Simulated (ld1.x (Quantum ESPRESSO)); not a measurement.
# How hard is this In (Z = 49) TM potential?

indium (In), norm-conserving Troullier–Martins (Kleinman–Bylander form), made with ld1.x (Quantum ESPRESSO) 7.5 (LDA (PZ), fully relativistic). Core [Kr], reference 4d10 5s2 5p0 (charge +1). Waves: 5s (bound): rc 1.90 bohr; 4d (bound): rc 1.50 bohr; 5p (bound, empty): rc 2.50 bohr. Local part: the p channel. Core correction: Bessel-smoothed model core, default radius (core density twice the valence density).

Open shells are filled in proportion to 2j + 1 (rel_dist='average').

The pseudo-atom Hamiltonian at the reference potential is diagonalised in spherical Bessel functions j_l(qr) that vanish at 20 bohr, with q² up to the cutoff. All-electron valence levels (Ry): 5s -1.1249, 4d3/2 -1.9675, 4d5/2 -1.9036, 5p1/2 -0.6624, 5p3/2 -0.6291.

Q: How do the lowest levels (Ry) of each channel move with the cutoff, and are there ghosts?

A:

| cutoff (Ry) | s #1 | d3/2 #1 | d3/2 #2 | d5/2 #1 | d5/2 #2 | p1/2 #1 | p3/2 #1 | f #1 | Σ f·Δε (mRy) |
| --- | --- | --- | --- | --- | --- | --- | --- | --- | --- |
| 8 | -1.1138 | -0.2565 | -0.0831 | -0.2579 | -0.0835 | -0.6351 | -0.6351 | -0.0505 | 16740.5 |
| 18 | -1.1210 | -0.4103 | -0.1149 | -0.4222 | -0.1165 | -0.6393 | -0.6393 | -0.0505 | 15125.4 |
| 40 | -1.1246 | -1.7160 | -0.1759 | -1.6762 | -0.1749 | -0.6396 | -0.6396 | -0.0505 | 2371.3 |
| 60 | -1.1249 | -1.9483 | -0.1791 | -1.8871 | -0.1780 | -0.6396 | -0.6396 | -0.0505 | 175.9 |
| 110 | -1.1249 | -1.9673 | -0.1793 | -1.9034 | -0.1782 | -0.6396 | -0.6396 | -0.0505 | 1.9 |
| 180 | -1.1249 | -1.9675 | -0.1793 | -1.9036 | -0.1782 | -0.6396 | -0.6396 | -0.0505 | 0.0 |
| 400 | -1.1249 | -1.9675 | -0.1793 | -1.9036 | -0.1782 | -0.6396 | -0.6396 | -0.0505 | 0.0 |

Result: no extra level below or beside the all-electron valence levels (s, d3/2, d5/2, p1/2, p3/2, f tested); 10 mRy is reached at 80 Ry and 1 mRy at 140 Ry.
